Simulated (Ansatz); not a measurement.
Match the barriers

Saddle point of SiH4SO2, closed shell (SiH₄SO₂ ([OH][SiH]([OH])[SH]) → SiH₂SO₂ ([OH][Si]([OH])[S]) + H₂; bonds formed: H2–H4; bonds broken: Si1–H2, S3–H4), PBE0-D4/def2-TZVP structure:

```
8
angstrom
Si -0.2200 -0.0756 0.1237
H 0.9942 -0.8496 -0.7662
S -1.6572 -1.1949 -0.6957
H 0.1186 -1.2686 -1.0191
O 0.0347 1.4847 -0.2565
O 0.3039 -0.2970 1.6367
H -0.4312 1.8065 -1.0320
H 0.8571 0.3945 2.0092
```

Program: Ansatz 0.2.0. Basis: def2-TZVPP, with def2-QZVPP for the basis limit. Cores are frozen in the correlated methods. Extrapolation: Hartree–Fock as exp(−7.88 √X), correlation as X^−2.97. Four methods, as single points on the PBE0-D4 structures, gave these electronic barriers from the start structure: 38.89, 43.21, 47.81, 60.52 kcal/mol.

(1) The methods were, in alphabetical order, CCSD(T), HF, PBE-D4, PBE0-D4. Which gave which? (A judgement: the text doesn't fix the answer.)

No T1 diagnostic of these runs exceeds 0.014.

Answers

(1) Computed: PBE-D4 38.89; PBE0-D4 43.21; CCSD(T) 47.81; HF 60.52 kcal/mol. For comparison, CCSD(T) at an estimated basis limit (MP2 extrapolated from triple and quadruple zeta, plus CCSD(T) − MP2 in triple zeta) gives 46.70 kcal/mol.

Labels in which every atom is bracketed show which atoms are joined, not bond orders.

For scale, one of the runs: CCSD(T)/def2-TZVPP, 202 basis functions, launched by `ansatz run in.yaml --threads 4 --pin off --events-out ev --progress --plain --max-ram 9574MiB`. Time: 58 s of wall clock on 4 CPU threads of an Arm Neoverse V1; the host was shared. Peak host memory: 2.5 GiB.
